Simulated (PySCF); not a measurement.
**How methods differ on the ionisation energy of Cd⁺**

Cd⁺ [Kr] 4d10 5s1 (2S) → Cd²⁺ [Kr] 4d10 (1S), as a difference of total energies. Computed with PySCF 2.14 in x2c-TZVPPall with one added diffuse shell each of s, p, d, f type (9s7p7d3f1g, 95 functions), with scalar relativity by spin-free X2C-1e. Correlated levels: valence: [Kr] frozen. The calculations carry no spin-orbit coupling.

| method | ionisation energy (eV) | error (eV) |
| --- | --- | --- |
| UHF | 15.568 | -1.340 |
| MP2 (valence) | 16.761 | -0.147 |
| SCS-MP2 (valence) | 16.577 | -0.331 |
| CCSD (valence) | 16.587 | -0.321 |
| CCSD(T) (valence) | 16.657 | -0.251 |

Reference: 16.908 eV (measured; NIST Atomic Spectra Database, ionization energies).

Errors of the correlated levels include the incompleteness of this basis and the frozen core.
